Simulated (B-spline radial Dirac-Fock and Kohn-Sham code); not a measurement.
Kohn-Sham estimates against Dirac-Fock for the levels of As³⁺

System: As³⁺, configuration [Ar] 3d10 4s1 4p1 (not the ground configuration).

The density-functional columns are spherical, spin-unpolarised Dirac-Kohn-Sham results without Breit or QED terms: −ε is minus the orbital energy of the initial state and ΔSCF the difference of two total energies. The reference in the last column comes from ΔSCF Dirac-Fock with Breit, self-energy and vacuum polarisation, finite nucleus, configuration average. All numbers are from a radial finite-basis atomic code, in eV; a selection of levels is shown. For the 1s level of heavy atoms much of the gap between ΔSCF and the reference is the Breit and QED part, -24.7 eV here; for other levels the error of the functional can be larger.

| level | LDA −ε | LDA ΔSCF | Dirac-Fock |
| --- | --- | --- | --- |
| K (1s) | 11731.8 | 11937.5 | 11914.7 |
| L1 (2s) | 1520.0 | 1554.3 | 1583.4 |
| L2 (2p1/2) | 1363.3 | 1405.2 | 1407.6 |
| L3 (2p3/2) | 1326.8 | 1367.6 | 1371.7 |
| M2 (3p1/2) | 172.9 | 186.6 | 195.5 |
| M3 (3p3/2) | 167.8 | 181.5 | 190.5 |
| M4 (3d3/2) | 77.24 | 90.31 | 87.72 |
| M5 (3d5/2) | 76.50 | 89.53 | 87.03 |
| N1 (4s) | 45.74 | 51.98 | 50.21 |
| N2,3 (4p) | 34.03 | 39.46 | 38.08 |

Values without a named source are computed, but for edge energies of neutral atoms, which are taken from tables.
